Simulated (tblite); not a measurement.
Species: C7H14P2.
Cartesian coordinates in Å at the GFN2-xTB level; atoms count from 1:
```xyz
23
C7H14P2 angstrom
C      2.4382   -1.0577    0.2747
C      2.0791    0.1033    0.8064
C      2.6254    1.4230    0.3503
P      1.0663    0.1856    2.3403
P     -0.9257    0.0702    1.9653
C     -1.4061   -0.1495    0.1245
C     -1.0795   -1.5737   -0.3186
C     -0.7385    0.8702   -0.7918
C     -2.9229    0.0610    0.0942
H      3.1030   -1.1121   -0.5737
H      2.0900   -1.9987    0.6697
H      3.0951    1.3333   -0.6275
H      3.3733    1.7672    1.0653
H      1.8432    2.1803    0.3062
H     -1.5151   -2.2985    0.3683
H     -1.4870   -1.7561   -1.3126
H     -0.0043   -1.7308   -0.3549
H      0.3254    0.6730   -0.8853
H     -0.8809    1.8820   -0.4134
H     -1.1816    0.8136   -1.7857
H     -3.1767    1.0699    0.4156
H     -3.3021   -0.0839   -0.9166
H     -3.4232   -0.6446    0.7550
```

Method: GFN2-xTB as coded in tblite; computed harmonic values from a numerical Hessian at the method's own geometry, unscaled. Against measured fundamentals such values can be off by several per cent, at times by over 20. One conformer, not necessarily the lowest.

Harmonic wavenumbers (cm⁻¹): 46.3, 76.5, 91.7, 118.2, 140.1, 152.7, 201.9, 234.3, 242.6, 268.0, 275.8, 299.2, 344.5, 355.1, 387.2, 391.9, 443.9, 570.1, 617.3, 684.9, 697.8, 850.1, 887.9, 939.1, 959.7, 961.3, 966.0, 996.2, 1024.8, 1028.2, 1037.6, 1173.6, 1185.7, 1221.9, 1229.5, 1393.2, 1400.8, 1403.7, 1410.4, 1424.4, 1470.5, 1477.0, 1485.6, 1487.5, 1492.3, 1499.6, 1502.7, 1509.1, 1668.8, 2992.4, 2998.9, 3002.1, 3007.7, 3009.2, 3011.4, 3011.7, 3018.5, 3020.3, 3024.1, 3042.3, 3059.6, 3073.8, 3101.2.

A = 1702, B = 824.8, C = 722.6 MHz; mass 160.057 u (most abundant isotopes); point group C1, symmetry number 1.

**Question.** Zero-point energy?

**Answer.** ½Σν̃ = 42050 cm⁻¹ = 503.03 kJ/mol.

**Question.** Entropy at 500 K, 1 bar (ideal gas, RRHO, classical rotation)?

**Answer.** Translation 182.90, rotation 132.55, vibration 272.74: S = 588.2 J/(mol K).

**Question.** And Cp and H(500 K) − H(0)?

**Answer.** Cp = 284.55 J/(mol K), of which vibrations give 251.30 (their classical limit is 63 R = 523.8); H(500 K) − H(0) = 85.45 kJ/mol without the zero-point energy, 68.82 from vibrations.

**Question.** Which modes carry the vibrational entropy at 500 K?

**Answer.** 46.3 cm⁻¹: 25.08; 76.5 cm⁻¹: 20.92; 91.7 cm⁻¹: 19.42; 118.2 cm⁻¹: 17.32; 140.1 cm⁻¹: 15.92; 152.7 cm⁻¹: 15.22 J/(mol K); the other 57 give 158.86 together.

**Question.** How do the functions run with temperature in this model?

**Answer.** 
```tsv
T (K)	S (J/(mol K))	Cp (J/(mol K))	H − H(0) (kJ/mol)	G − H(0) (kJ/mol)	ln q(vib)
50	253.9	61.1	2.18	-10.52	0.57
100	308.0	98.4	6.18	-24.61	2.10
298.15	464.2	199.3	36.28	-102.11	9.32
373.15	512.6	233.2	52.51	-138.76	11.95
750	718.8	359.7	166.62	-372.49	24.17
1000	829.8	411.1	263.36	-566.42	31.41
```

q(vib) and H(0) count from the zero-point level.

**Question.** What must be added to the electronic energy to get the Gibbs energy at 500 K and 1 bar?

**Answer.** ZPE + [H(500 K) − H(0)] − T·S = 503.03 + 85.45 − 294.09 = 294.39 kJ/mol.

Hindered rotation and anharmonicity are outside this model. Other conformers, if any are populated, would add a mixing term that is left out. The structure is chiral; the term R ln 2 for an equal mix with its mirror image is left out.
